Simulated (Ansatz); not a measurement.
Relaxation of AsH6NSi (9 atoms, charge 0, multiplicity 1), to a largest force component of 0.015 eV/Å in at most 40 steps.

Method: RKS B3LYP-D4/def2-SVP (Ansatz 0.2.0).

```xyz
9
Properties=species:S:1:pos:R:3
N -1.076 0.896 -0.790
As 0.753 0.660 -0.780
Si 0.535 -1.087 0.718
H -1.485 0.036 -0.459
H -1.323 1.608 0.008
H 0.964 1.723 0.364
H 1.922 -1.411 1.278
H 0.052 -2.249 0.041
H -0.324 -0.676 1.871
```

Q: Where does it end, and by what steps?

A: The run converged. After 11 steps the energy has fallen by 0.613 eV; H4 moved furthest, 1.10 Å.

| step | energy less start (eV) | largest force component (eV/Å) | accepted |
| --- | --- | --- | --- |
| 0 | 0.0000 | 2.428 | yes |
| 1 | -0.4113 | 0.984 | yes |
| 2 | -0.4667 | 0.796 | yes |
| 3 | -0.5080 | 0.979 | yes |
| 4 | -0.5715 | 0.212 | yes |
| 5 | -0.5977 | 0.259 | yes |
| 6 | -0.5949 | 0.591 | no |
| 7 | -0.6060 | 0.152 | yes |
| 8 | -0.6099 | 0.163 | yes |
| 9 | -0.6120 | 0.049 | yes |
| 10 | -0.6127 | 0.016 | yes |
| 11 | -0.6127 | 0.007 | yes |

```xyz
9
Properties=species:S:1:pos:R:3
N -1.151 1.136 -0.670
As 0.657 0.629 -0.777
Si 0.670 -1.101 0.889
H -1.698 0.623 -1.361
H -1.583 0.994 0.243
H 1.171 1.677 0.215
H 2.056 -1.464 1.315
H 0.014 -2.309 0.306
H -0.118 -0.685 2.089
```

Run time: 59 s on 1 thread of Arm Neoverse V2, with other jobs on the host, peak memory 0.21 GiB.
